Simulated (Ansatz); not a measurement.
`C[CH2][Sn][CH3]` + H₂O → `C[CH2][Sn][OH]` + CH₄ at 400 K and 1 bar (formal hydrolysis of the Sn–C bond).

Isolated molecules relaxed with PBE0-D4/def2-TZVP in Ansatz; ΔE leaves out vibrations. CBS: MP2 limit from def2 TZ/QZ plus the TZ coupled-cluster correction, frozen cores. This one scheme is used for every species. Elements past krypton have def2 core potentials. For Sn outer-core shells are correlated without core-valence functions, which leaves a few kJ/mol of doubt a bond. Each species was taken in one conformer, which may not be the lowest.

```
          species  CCSD(T)/CBS energy (Eh)  H − E (kJ/mol)  S (J/(mol·K))
`C[CH2][Sn][CH3]`               -332.98209           292.7          398.4
              H₂O                -76.37941            69.8          198.6
 `C[CH2][Sn][OH]`               -368.93756           232.5          371.1
              CH₄                -40.46206           131.3          197.2
```

H − E and S are ideal-gas, rigid-rotor, harmonic terms from PBE0-D4/def2-TZVP, for one conformer and one mirror image of each species. 1 Eh = 2625.50 kJ/mol, R = 8.31446 J/(mol·K).

Question: By hand: ΔE, ΔH, ΔS and ΔG.

Answer: ΔE = (-368.93756) + (-40.46206) − (-332.98209) − (-76.37941) = -0.03812 Eh = -100.1 kJ/mol. Δ(H − E) = 232.5 + 131.3 − 292.7 − 69.8 = 1.3, so ΔH = -98.8 kJ/mol. ΔS = 371.1 + 197.2 − 398.4 − 198.6 = -28.7 J/(mol·K). ΔG = -98.8 − 400 × (-28.7)/1000 = -87.3 kJ/mol.

Question: By hand: the equilibrium constant, and the temperature at which ΔG would vanish if ΔH and ΔS stayed fixed.

Answer: log₁₀ K = −ΔG/(RT ln 10) = 11.4. ΔG = 0 at ΔH/ΔS = 3443 K, far beyond where these terms or the molecules hold.

ΔH outweighs TΔS. A doubt of 5 kJ/mol in ΔE shifts log₁₀ K by 0.7 here. Other conformers and mirror images would add mixing entropy, several J/(mol·K) or more a flexible species. Modes under 60 cm⁻¹, often nearly free rotors, make the harmonic entropy too high. These are equilibria of isolated gas molecules and say nothing of rates. Largest T1 diagnostic: 0.016 (customary marks: 0.02 for closed shells, 0.045 for open ones).
